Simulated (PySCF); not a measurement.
# Correlation energy of Pb (lead, neutral)

Starting occupation: [Xe] 4f14 5d10 6s1 6p2 7s1, 6s1/2 with m_j = +1/2, 6p3/2 with m_j = +1/2, +3/2, 7s1/2 with m_j = +1/2. Computed with PySCF 2.14 in x2c-SVPall-2c with one added diffuse shell each of s, p type (8s12p7d2f, 93 functions), with X2C-1e with screened-nucleus spin-orbit coupling, Gaussian nucleus. Frozen: [Kr] 4d10 4f14; 22 electrons correlated; the 22 highest virtual spinors left out.

MP2 pair energies summed by pair of shells (mhartree):

```
 pair   energy  share (%)
5d-5d  -171.44       59.0
5d-6p   -25.68        8.8
5d-6s   -25.00        8.6
5d-5p   -24.70        8.5
5p-5p   -14.69        5.1
5d-5s    -4.93        1.7
6p-7s    -4.38        1.5
5d-7s    -4.09        1.4
6p-6s    -3.60        1.2
6p-6p    -3.49        1.2
5p-5s    -2.73        0.9
5p-6p    -2.41        0.8
5p-6s    -1.57        0.5
5s-5s    -0.81        0.3
6s-7s    -0.69        0.2
5s-6s    -0.22        0.1
5s-6p    -0.15        0.1
5p-7s    -0.14        0.0
5s-7s    -0.02        0.0
```

Total MP2 correlation energy: -290.74 mhartree.

The GHF reference relaxed away from the jj start to a determinant that is no pure jj level (⟨S²⟩ = 5.83, ⟨J²⟩ = 12.01); the energies belong to that determinant.

This basis was not built for core-valence correlation, so the inner-shell part is incomplete.
